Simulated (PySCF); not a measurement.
Rigid-rotor lines calculated for a species of formula C7H11NS (commonest isotopes; PBE0/pcSseg-1 in PySCF (dipole) on a GFN2-xTB geometry, gas phase), labelled J(Ka,Kc):

```json
{"transition": "1(1,1) ← 0(0,0)", "MHz": "3029.9"}
{"transition": "2(1,1) ← 1(1,0)", "MHz": "3194.7"}
{"transition": "1(0,1) ← 0(0,0)", "MHz": "1570.1"}
{"transition": "2(0,2) ← 1(0,1)", "MHz": "3138.7"}
{"transition": "2(1,2) ← 1(1,1)", "MHz": "3085.7"}
```

Task: Find the rotational constants.

Result: 1(0,1) ← 0(0,0) is B + C, 2(1,1) ← 1(1,0) is 3B + C and 2(1,2) ← 1(1,1) is B + 3C, so B − C is half the difference of the last two, 54.5 MHz. 1(1,1) ← 0(0,0) is A + C. A = 2272.1, B = 812.3, C = 757.8 MHz.

Task: What moments of inertia, asymmetry and inertial defect follow?

Result: I = 505379 MHz·u·Å² over each constant: Ia = 222.43, Ib = 622.17, Ic = 666.89 u·Å²; κ = (2B − A − C)/(A − C) = -0.928 (near-prolate asymmetric top); Δ = Ic − Ia − Ib = -177.71 u·Å².

Task: Which dipole components do these lines need?

Result: μa and μb (a-type: ΔKa even, ΔKc odd; b-type: both odd). The calculation gives |μa| = 2.43 D, |μb| = 2.56 D, |μc| = 2.58 D.

Task: Predict further lines from these constants: 4(3,2) ← 3(2,1); 3(1,2) ← 3(1,3); 3(1,3) ← 2(0,2); 1(1,0) ← 0(0,0); 4(2,3) ← 3(1,3); 4(1,4) ← 4(0,4); 4(0,4) ← 3(0,3); 4(1,4) ← 3(1,3); 3(2,1) ← 3(1,2); 3(2,2) ← 2(1,1); 3(2,2) ← 3(1,3); 2(1,2) ← 1(0,1).

Result: 
| transition | MHz | type | branch |
| --- | --- | --- | --- |
| 3(1,2) ← 3(1,3) | 327 | a | Q |
| 4(1,4) ← 4(0,4) | 1233 | c | Q |
| 1(1,0) ← 0(0,0) | 3084 | c | R |
| 3(2,1) ← 3(1,2) | 4306 | b | Q |
| 2(1,2) ← 1(0,1) | 4546 | b | R |
| 3(2,2) ← 3(1,3) | 4626 | b | Q |
| 3(1,3) ← 2(0,2) | 6035 | b | R |
| 4(1,4) ← 3(1,3) | 6169 | a | R |
| 4(0,4) ← 3(0,3) | 6266 | a | R |
| 3(2,2) ← 2(1,1) | 9090 | b | R |
| 4(2,3) ← 3(1,3) | 10905 | c | R |
| 4(3,2) ← 3(2,1) | 13712 | b | R |

Task: Which structure gave them?

Result: `C=CC(CNC(=S)C)=C`, point group C1. Three constants can't fix a structure by themselves; this is the one that was computed:
```xyz
20
C7H11NS angstrom
C      1.708    1.230    0.155
C      2.011   -0.022    0.479
C      1.352   -1.222   -0.019
C      1.816   -2.433    0.288
C      0.121   -1.069   -0.875
N     -0.971   -0.503   -0.115
C     -1.720    0.538   -0.495
C     -2.766    0.973    0.485
S     -1.514    1.310   -1.931
H      2.259    2.058    0.569
H      0.923    1.489   -0.533
H      2.827   -0.211    1.165
H      2.695   -2.564    0.896
H      1.348   -3.333   -0.074
H     -0.178   -2.047   -1.270
H      0.309   -0.398   -1.718
H     -1.149   -0.922    0.788
H     -3.378    1.756    0.048
H     -3.404    0.135    0.766
H     -2.293    1.362    1.388
```

The values belong to one conformer (point group C1) with, in the numbering `[CH2:1]=[CH:2][C:3](=[CH2:4])[CH2:5][NH:6][C:7]([CH3:8])=[S:9]`, C1–C2–C3–C4 174°, C2–C3–C5–N6 -66°, C3–C5–N6–C7 130°, C5–N6–C7–C8 -178°. Stationary, but not proved a minimum. These are rigid-rotor constants of the computed structure; measured ground-state constants (B0) also hold zero-point vibration. A rigid rotor knows nothing of internal rotation, which can split or shift real lines. Quadrupole hyperfine structure (14N) is left out.
